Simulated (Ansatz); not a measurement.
A first, cheap relaxation of Br2ClHSi (`Cl[SiH](Br)Br`).

```yaml
crystal:
  periodic: [false, false, false]
  atoms:
    - {symbol: Cl, position_ang: [0.467400, 0.609700, 1.878200]}
    - {symbol: Si, position_ang: [-0.008300, -0.140200, 0.026800]}
    - {symbol: Br, position_ang: [1.513200, 0.485500, -1.432400]}
    - {symbol: Br, position_ang: [-1.905800, 0.595200, -0.653300]}
    - {symbol: H, position_ang: [-0.016500, -1.623800, 0.139400]}
basis:
  gaussian: {orbitals: def2-SVP}
hamiltonian: {xc: pbe, dispersion: d4}
relax: {f_tol: 0.03, max_steps: 200}
```

```sh
$ ansatz run in.yaml --threads 4 --pin off --events-out ev --progress --plain --max-ram 10444MiB
```

Output, abridged:

```
Functional definition: PBE
mean field -160459.29772515 eV, -5896.7704281809 hartree, gradient 3.3e-5 eV, S^2 0.000000; 0 other end points of the search recorded, 0 dependent functions left out
relax step   1: F+E_penalty+E_count = -160459.50838848 eV  Δ(F+E_penalty+E_count) = +0.000e0 eV  max|allowed force component| = 1.270e0 eV/Å  Δτ_max = 0.0000 Å  (24 SCF iters, accepted)
mean field -160459.36450358 eV, -5896.7728822429 hartree, gradient 1.4e-5 eV, S^2 0.000000; 0 other end points of the search recorded, 0 dependent functions left out
relax step   2: F+E_penalty+E_count = -160459.57148375 eV  Δ(F+E_penalty+E_count) = -6.310e-2 eV  max|allowed force component| = 1.343e-1 eV/Å  Δτ_max = 0.0898 Å  (26 SCF iters, accepted)
mean field -160459.36584399 eV, -5896.7729315021 hartree, gradient 2.4e-5 eV, S^2 0.000000; 0 other end points of the search recorded, 0 dependent functions left out
relax step   3: F+E_penalty+E_count = -160459.57322030 eV  Δ(F+E_penalty+E_count) = -1.737e-3 eV  max|allowed force component| = 3.239e-2 eV/Å  Δτ_max = 0.0175 Å  (26 SCF iters, accepted)
mean field -160459.36587525 eV, -5896.7729326508 hartree, gradient 9.5e-6 eV, S^2 0.000000; 0 other end points of the search recorded, 0 dependent functions left out
relax step   4: F+E_penalty+E_count = -160459.57328043 eV  Δ(F+E_penalty+E_count) = -6.013e-5 eV  max|allowed force component| = 3.691e-3 eV/Å  Δτ_max = 0.0038 Å  (21 SCF iters, accepted)
mean field -160459.36587525 eV, -5896.7729326508 hartree, gradient 9.5e-6 eV, S^2 0.000000; 1 other end points of the search recorded, 0 dependent functions left out
Total energy: -160459.57331013 eV, -5896.7805557422 hartree
Atom 0 at     0.462880     0.632838     1.885933 Å, force     0.001154     0.002753     0.003228 eV/Å
Atom 1 at     0.013341    -0.143382     0.026402 Å, force     0.001169    -0.000235     0.000007 eV/Å
Atom 2 at     1.571062     0.471549    -1.435693 Å, force    -0.001067    -0.001764     0.001021 eV/Å
Atom 3 at    -1.977103     0.597357    -0.630148 Å, force    -0.000933    -0.000774    -0.000565 eV/Å
Atom 4 at    -0.020179    -1.631963     0.112206 Å, force    -0.000323     0.000019    -0.003691 eV/Å
Dipole moment:    -0.008017    -0.158041    -0.010417 e Å
```

Hardware: 4 threads of an Arm Neoverse V1 on a shared host. Wall time 5.5 s, peak host memory 0.16 GiB.
